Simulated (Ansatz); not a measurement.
H₈OSi₂Sn (`[SiH3][SiH2][O][SnH3]`), relaxed with RKS PBE-D4/def2-SVP in Ansatz from a rough embedded geometry. The force threshold is 0.03 eV/Å; the program also tests the step.

The species carries charge 0 and has multiplicity 1. Sn takes the def2 core potential.

Start:

```xyz
12

Si   -1.866   -0.481   -1.579
Si   -0.336    0.373   -0.291
O     0.489   -0.891    0.479
Sn    1.948   -0.014    1.641
H    -2.856   -1.278   -0.741
H    -1.319   -1.391   -2.588
H    -2.643    0.569   -2.238
H    -0.941    1.223    0.749
H     0.597    1.119   -1.154
H     2.854   -1.209    2.427
H     2.945    0.945    0.540
H     1.129    1.037    2.754
```

Q: By how much does the energy fall, and how many steps does the optimiser take? (Best estimate.)

A: Ansatz gave: 0.49 eV, in 7 steps.

Q: Which bonds change most? (An estimate is asked.)

A: Ansatz gave: Si1–Si2 from 2.175 to 2.352 Å; Si1–H7 from 1.463 to 1.508 Å; O3–Sn4 from 2.061 to 2.017 Å; Si1–H6 from 1.464 to 1.506 Å.

Q: Give the relaxed structure. (Best estimate.)

A: Ansatz gave: 
```xyz
12

Si   -1.948   -0.643   -1.591
Si   -0.412    0.662   -0.378
O     0.559   -0.389    0.488
Sn    2.095   -0.044    1.749
H    -2.798   -1.472   -0.664
H    -1.232   -1.571   -2.538
H    -2.858    0.248   -2.398
H    -1.158    1.619    0.529
H     0.393    1.522   -1.330
H     2.572   -1.628    2.223
H     3.311    0.795    0.853
H     1.475    0.901    3.057
```
